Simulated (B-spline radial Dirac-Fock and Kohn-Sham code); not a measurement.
**Photoemission from In⁺ at 5850 eV, detector at θ = 54.7°, φ = 180°**

System: the In⁺ ion in the configuration [Kr] 4d10 5s2. Calculated with an atomic code on a B-spline grid, using Dirac-Hartree-Slater photoionisation with a Latter tail; cross sections with all multipoles, angular parameters from the dipole term and its interference with E2. Thresholds are orbital energies of the model. For linearly polarised light dσ/dΩ = σ/(4π) [1 + β P₂(cos θ) + (δ + γ cos²θ) sin θ cos φ], with θ from the polarisation vector and φ the angle between the beam and the projection of the electron momentum on the plane normal to the polarisation. The dipole factor is 1 + βP₂ and the non-dipole term is the rest of the bracket. Open shells are filled statistically over j.

```
subshell  threshold (eV)  σ (kb)     β      γ      δ  dipole factor  non-dipole term  dσ/dΩ (kb/sr)
      2s          4221.6    17.6  1.99  -0.01  0.000          1.002           +0.003           1.41
   2p1/2          3950.3    23.5  1.43   0.31  0.036          1.001           -0.114           1.66
   2p3/2          3735.8    41.7  1.49   0.39  0.042          1.001           -0.140           2.86
      3s           818.9    3.77  1.99   0.01  0.000          1.002           -0.002          0.300
   3p1/2           707.3    3.34  1.45   0.77  0.030          1.001           -0.235          0.204
   3p3/2           668.1    5.97  1.51   0.82  0.032          1.001           -0.250          0.357
   3d3/2           468.5    1.46  0.94   1.19  0.195          1.001           -0.484         0.0601
   3d5/2           460.3    2.04  0.89   1.17  0.205          1.001           -0.487         0.0835
      4s           135.4   0.769  1.99   0.07  0.000          1.002           -0.018         0.0602
   4p1/2           98.29   0.581  1.44   0.83  0.029          1.001           -0.249         0.0348
   4p3/2           91.33    1.03  1.50   0.87  0.031          1.001           -0.263         0.0604
   4d3/2           32.93   0.181  0.91   1.19  0.191          1.001           -0.481        0.00749
   4d5/2           31.98   0.251  0.87   1.17  0.201          1.001           -0.484         0.0103
      5s           17.98  0.0794  1.99   0.08  0.000          1.002           -0.021        0.00619
```
